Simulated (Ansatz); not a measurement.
Relaxation of F₄H₃HfSi (9 atoms, charge 0, multiplicity 2), to a largest force component of 0.03 eV/Å in at most 50 steps.

Level of theory: UHF/def2-SVP in Ansatz 0.2.0.

```xyz
9
Properties=species:S:1:pos:R:3:forces:R:3
Hf -0.004 0.000 -0.270 0.02 0.00 0.91
F -0.012 0.000 1.682 0.01 0.00 -1.54
F 1.797 0.000 -0.901 -0.04 0.00 0.01
F -0.894 1.568 -0.893 0.00 -0.04 -0.02
F -0.894 -1.568 -0.893 0.00 0.04 -0.02
Si 0.005 0.000 4.497 0.01 0.00 0.67
H -0.755 -1.179 4.986 0.00 -0.01 -0.01
H 1.401 -0.066 5.000 0.01 0.00 0.00
H -0.641 1.245 4.987 0.00 0.01 -0.01
```

Problem. Where does it end, and by what steps?

Solution. The forces met the threshold. The force dipped under the threshold on the way, but the program's further checks kept it going. After 10 steps the energy has fallen by 0.273 eV; Si6 moved furthest, 1.11 Å.

```tsv
step	energy less start (eV)	largest force component (eV/Å)	accepted
0	0.0000	1.543	yes
1	-0.1662	0.133	yes
2	-0.2310	0.044	yes
3	-0.2515	0.103	yes
4	-0.2577	0.251	yes
5	-0.2668	0.065	yes
6	-0.2706	0.032	yes
7	-0.2724	0.031	yes
8	-0.2732	0.015	yes
9	-0.2734	0.003	yes
10	-0.2735	0.001	yes
```

```xyz
9
Properties=species:S:1:pos:R:3
Hf -0.009 0.000 -1.121
F -0.032 0.000 0.789
F 1.800 0.000 -1.734
F -0.902 1.559 -1.768
F -0.901 -1.560 -1.767
Si 0.020 0.000 5.605
H -0.753 -1.185 6.043
H 1.415 -0.067 6.101
H -0.637 1.252 6.046
```

Whether the end is a true minimum wasn't checked by a vibrational analysis.

Run time: 6.9 s on 4 threads of AMD EPYC 9R45 96-Core Processor (Zen 5) (shared host), peak memory 0.39 GiB.
